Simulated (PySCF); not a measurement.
Compound: C₆H₉NSi.
Geometry (GFN2-xTB, Å), atoms numbered from 1 in this order:
```xyz
17
C6H9NSi angstrom
C     -0.8322    2.7508   -0.4148
C     -0.9406    1.7282    0.2003
C     -1.0099    0.4636    0.8900
Si    -1.9848   -0.9283   -0.0383
C     -0.1391   -1.4150   -0.1512
N      0.2025   -0.3455    0.7722
C      1.4650    0.1450    0.9444
C      2.5885   -0.4356    0.5301
H     -0.7502    3.6598   -0.9320
H     -1.2650    0.6442    1.9420
H     -2.6562   -0.5256   -1.2696
H     -2.8098   -1.7636    0.8307
H      0.3283   -1.2848   -1.1352
H      0.1676   -2.3912    0.2342
H      1.4926    1.0689    1.5095
H      3.5455   -0.0066    0.7598
H      2.5908   -1.3521   -0.0326
```

Theory: PySCF, TDDFT PBE0/def2-SVPD, vertical, gas phase, core orbitals frozen in the response.

Transition dipole moments from the ground state, in atomic units and in the frame of the coordinates above (overall signs are arbitrary), for the states with f of 0.002 or more among the lowest 8:

```csv
state,E (eV),μx,μy,μz
S2,5.001,-0.182,0.144,0.124
S3,5.311,-0.123,-0.200,0.224
S4,5.629,0.984,-0.213,0.186
S5,5.997,0.304,0.110,-0.305
S6,6.118,-0.442,-0.497,0.053
S7,6.133,0.074,0.246,0.113
S8,6.228,-0.370,0.209,0.038
```

Task: Work out the oscillator strengths.

Result: f = (2/3) ΔE |μ|² with ΔE in hartree (27.2114 eV).

| state | \|μ\|² (au) | \|μ\| (D) | f |
| --- | --- | --- | --- |
| S2 | 0.069 | 0.67 | 0.009 |
| S3 | 0.106 | 0.83 | 0.014 |
| S4 | 1.049 | 2.60 | 0.145 |
| S5 | 0.198 | 1.13 | 0.029 |
| S6 | 0.445 | 1.70 | 0.067 |
| S7 | 0.079 | 0.71 | 0.012 |
| S8 | 0.182 | 1.08 | 0.028 |

Task: Which bond between heavy atoms lies closest to the direction of the S4 transition dipole?

Result: Si4–C5, at 14° from it; next C3–N6 at 26°.

Task: What angle do the transition dipoles of S5 and S7 make?

Result: |cos θ| = |μa·μb| / (|μa| |μb|) = 0.12, so θ ≈ 83° (taken between 0 and 90°, since the signs are arbitrary).

Task: How is the summed strength of these states shared among x, y and z?

Result: (2/3) Σ ΔE μα² gives 0.204 for x, 0.069 for y and 0.029 for z, 0.302 in all.

Task: What peak molar absorption coefficient would the strongest computed level give as a lone Gaussian band 0.5 eV wide at half height?

Result: ε(max) = 2.175×10⁸ f / FWHM, with the width in cm⁻¹. S4: 2.175×10⁸ × 0.1446 / 4033 ≈ 7800 L mol⁻¹ cm⁻¹.

One conformer stands for the species.
